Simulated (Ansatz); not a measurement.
Born–Oppenheimer molecular dynamics of BCl2FH3N (8 atoms, charge 0, multiplicity 1). It starts at the highest image of a converged band. Of that band: The profile has 2 maxima (images 6, 9) with wells between them (image 7): this band takes more than one step, which may be the mechanism or a detour left from its start path. A vibrational analysis at the climbing image gives one clearly imaginary mode, 569i cm⁻¹: a first-order saddle point.

All numbers below come from Ansatz, RKS revPBE/def2-SVP.

```
ensemble                      : NVE (velocity Verlet)
time step                     : 0.5 fs
steps asked                   : 200
starting velocities drawn for : 300 K
seed                          : 4200
```

First frame:

```xyz
8
Properties=species:S:1:pos:R:3
B -0.040 0.345 -0.125
F 0.115 -0.285 1.407
Cl 1.502 0.171 -1.004
N -1.267 -0.045 -0.708
H -2.165 0.138 -0.262
H -1.330 -0.188 -1.715
Cl -0.095 2.199 0.917
H 0.094 0.780 1.706
```

Question: How far do the bonds stretch over the last three quarters of this one trajectory? (Pairs bonded in most of those frames.)

Answer: 
```tsv
bond	mean (Å)	spread (Å)	shortest	longest
B1–F2	1.430	0.109	1.29	1.67
B1–Cl3	1.801	0.014	1.78	1.83
B1–N4	1.414	0.023	1.37	1.45
N4–H5	1.021	0.015	1.00	1.05
N4–H6	1.022	0.023	0.99	1.06
Cl7–H8	1.375	0.124	1.23	1.62
```

Mean temperature of the second half: 1405 K. The conserved energy stayed within 0.23 meV per atom of its start (net change 0.052 meV per atom), so the integration is sound. The kinetic energy rose, since the run started high on the potential surface and went downhill. It ends in pieces (BClFH2N + ClH), so much of that is their flight and rotation, not heat. A run of 0.1 ps of so small a system gives no equilibrium averages. The orbitals stay closed-shell, which can raise the energy where a bond breaks towards radicals; this wasn't checked here.

The run took 120 s on 2 threads of AMD EPYC 9R45 96-Core Processor (Zen 5), with other jobs on the host, peak memory 0.14 GiB.
